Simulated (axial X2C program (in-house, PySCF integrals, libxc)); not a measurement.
Potential curves of ZrTe, with spin–orbit coupling

Calculated with an in-house relativistic program for diatomic molecules. Two-component (2c) means X2C with spin–orbit coupling and atomic mean-field two-electron Coulomb and Gaunt terms. Basis: Te dyall-cv3z [11s12p8d4f1g], Zr dyall-cv3z [11s12p9d6f3g] (cores contracted in-house); Gaussian nuclei, density fitting, unrestricted open shells. Masses: Te 129.906 u, Zr 89.905 u.

State: Ω = 1 (⟨Sz⟩ = -1.00, ⟨Lz⟩ = 2.00 at r2SCAN). Energies in eV from the lowest point of each curve. Fits are polynomials in 1 − R0/R over 0.85 to 1.23 times the lowest point R0.

```csv
R (Å),r2SCAN,PBE0
2.2142,1.3811,1.3105
2.3159,0.5822,0.5344
2.3923,0.2372,0.2058
2.4686,0.0561,0.0406
2.5450,0.0000,0.0000
2.6341,0.0516,0.0694
2.7231,0.1930,0.2282
2.8377,0.4592,0.5169
2.9776,0.8508,0.9350
3.1812,1.4491,1.5476
```

One determinant describes the state; a PBE0 search over occupations chose it and may have missed a lower one. Density functionals use the spin component along the axis (collinear). PBE0 can misorder states that lie within some tenths of an eV, so this need not be the ground state of the molecule. The nearest other 2c determinant of the search, Ω = 3, lies 0.08 eV up at the distance of the search. The functionals have no current-density term, which raises determinants with orbital currents, atoms included. With several unpaired electrons one determinant need not be a pure state. The determinant is spin-polarised beyond a pure state at some levels (its spin-free form has ⟨S²⟩ too high), which makes Re and μ there less reliable.

**Question.** Fit the r2SCAN curve near its minimum: give the equilibrium distance and the harmonic wavenumber.

**Answer.** At r2SCAN, 2c: Re = 2.549 Å, ωe ≈ 285 cm⁻¹; Be follows as 0.0488 cm⁻¹.

**Question.** Fit the PBE0 curve near its minimum: give the equilibrium distance and the harmonic wavenumber.

**Answer.** At PBE0, 2c: Re = 2.536 Å, ωe ≈ 291 cm⁻¹; Be follows as 0.0493 cm⁻¹.
